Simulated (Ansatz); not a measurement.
Basis sets compared for Si39H44, a nanocrystal cut from hexagonal silicon. Charge 0, multiplicity 1. Geometry PBE-D4/def2-SVP. Ansatz on 11 threads of AMD EPYC 7R13 on a shared host and a whole NVIDIA H100 80GB HBM3; times are rough, and most runs start from earlier orbitals.

```xyz
83

Si   -4.242    2.607    0.264
Si   -3.490    2.874   -1.948
Si   -2.085    4.761   -2.201
Si   -3.816   -0.918   -2.531
Si   -2.338    0.925   -2.586
Si   -1.506    1.211   -4.766
Si    0.105    4.054   -2.715
Si   -0.158    3.154   -4.877
Si   -0.316   -0.717   -5.396
Si   -3.283    1.842    3.906
Si   -2.453    2.234    1.739
Si   -0.950    4.058    1.839
Si   -2.815   -1.544    1.123
Si   -2.995   -2.515   -1.014
Si   -1.327    0.290    1.057
Si   -0.525    0.588   -1.130
Si    1.123    3.402    0.936
Si    0.926    2.447   -1.208
Si   -0.855   -3.207   -1.709
Si    0.620   -1.361   -1.757
Si    1.476   -1.122   -3.930
Si    3.068    1.751   -1.895
Si    3.116    0.583   -3.943
Si   -1.471    1.547    5.381
Si   -1.782   -2.219    4.781
Si   -2.014   -3.157    2.636
Si   -0.302   -0.374    4.696
Si    0.487   -0.063    2.504
Si    1.950    1.794    2.447
Si    0.110   -3.866    1.907
Si   -0.016   -4.835   -0.233
Si    1.593   -2.026    1.856
Si    2.433   -1.687   -0.304
Si    4.095    1.083    1.805
Si    3.895    0.173   -0.353
Si    2.135   -5.490   -0.932
Si    3.584   -3.616   -0.983
Si    3.383   -2.406    3.324
Si    4.874   -0.566    3.293
H    -5.030    3.814    0.710
H    -5.149    1.402    0.327
H    -4.684    3.030   -2.862
H    -2.583    5.558   -3.383
H    -2.142    5.654   -0.989
H    -5.188   -0.450   -2.112
H    -3.927   -1.516   -3.912
H    -2.684    1.384   -5.697
H     1.051    5.231   -2.743
H    -0.876    4.183   -5.717
H     1.162    2.860   -5.540
H    -1.249   -1.902   -5.337
H     0.184   -0.580   -6.814
H    -4.149    3.000    4.341
H    -4.131    0.594    3.904
H    -1.531    5.271    1.164
H    -0.721    4.411    3.289
H    -4.175   -1.056    1.569
H    -3.908   -3.718   -0.937
H     2.078    4.571    0.862
H    -0.945   -3.783   -3.104
H     2.133   -2.427   -4.321
H     3.983    2.953   -1.940
H     2.975    1.482   -5.143
H     4.471   -0.081   -4.022
H    -1.959    1.380    6.799
H    -0.576    2.758    5.328
H    -3.126   -1.766    5.299
H    -1.242   -3.258    5.734
H    -2.959   -4.336    2.659
H     0.884   -0.629    5.596
H     2.001    2.402    3.832
H     0.655   -4.881    2.887
H    -0.955   -6.019   -0.199
H     5.033    2.267    1.770
H     5.247   -0.311   -0.829
H     2.052   -6.108   -2.306
H     2.681   -6.529    0.016
H     4.127   -3.415   -2.376
H     4.752   -3.843   -0.056
H     2.850   -2.618    4.719
H     4.107   -3.663    2.907
H     4.991    0.018    4.679
H     6.245   -1.028    2.864
```

Single mean-field runs in def2-SVP, def2-TZVP are fitted with def2-universal-jkfit.

Binding counts from free atoms (Si triplet, H doublet) in the same basis, without a counterpoise term.

```csv
level,functions,energy (Eh),HOMO (eV),LUMO (eV),binding per atom (eV),wall time
PBE-D4/def2-SVP (with forces),922,-11308.2099,-5.73,-2.51,3.42,6.5 s
PBE0-D4/def2-SVP,922,-11309.3559,-6.63,-1.91,3.42,8.5 s
```

Q: Estimate the rows for PBE-D4/def2-TZVP, PBE0-D4/def2-TZVP.

A: 
```json
{"level": "PBE-D4/def2-TZVP", "functions": "1707", "energy (Eh)": "-11312.0750", "HOMO (eV)": "-5.73", "LUMO (eV)": "-2.68", "binding per atom (eV)": "3.41", "wall time": "10 s"}
{"level": "PBE0-D4/def2-TZVP", "functions": "1707", "energy (Eh)": "-11313.1788", "HOMO (eV)": "-6.58", "LUMO (eV)": "-2.02", "binding per atom (eV)": "3.41", "wall time": "19 s"}
```
